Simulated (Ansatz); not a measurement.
`[F][In]([F])[O][SiH3]` at its PBE0-D4/def2-TZVP geometry, where that method's forces vanish. Total charge 0; spin multiplicity 1. In: def2 effective core potential.

```xyz
8

F    -1.5993    1.5171    1.8393
In   -0.7814   -0.2176    1.6417
F    -1.0321   -1.4596    3.0855
O     0.2486   -0.6925    0.0653
Si    0.6863    0.0490   -1.3340
H     1.3990    1.3264   -1.0584
H    -0.5084    0.3491   -2.1693
H     1.5873   -0.8721   -2.0701
```

**Question.** What forces (eV/Å) does r2SCAN-D4/def2-TZVPP give on these atoms in Ansatz? (Estimate.)

**Answer.** Ansatz gave: 
```
F1  -0.054  0.112  0.013
In2 -0.009  0.007  0.012
F3  -0.013 -0.068  0.078
O4   0.081 -0.103 -0.071
Si5 -0.007  0.063 -0.039
H6  -0.010 -0.027 -0.017
H7   0.032 -0.005  0.008
H8  -0.021  0.020  0.017
```
